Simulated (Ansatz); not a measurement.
C4H2BrCl, SMILES C#C/C(Br)=C\Cl.

Coordinates come from a ωB97X-D3(BJ)/def2-SVP optimisation. The structure was generated by enumeration; whether it is a known compound was not checked.

Two levels are set side by side: PBE/def2-SVPD (Ansatz, a first-principles code) and CAM-B3LYP/def2-SVPD (Ansatz). Energy differences of separate SCF runs at the same geometry; the states with an electron removed or added have multiplicity 2 and 2. Differences are taken from unrounded values.

| quantity | CAM-B3LYP | PBE | PBE minus CAM-B3LYP |
|---|---|---|---|
| vertical ionisation energy (eV) | 9.20 | 8.81 | -0.39 |
| vertical singlet–triplet gap (eV) | 3.16 | 3.05 | -0.11 |
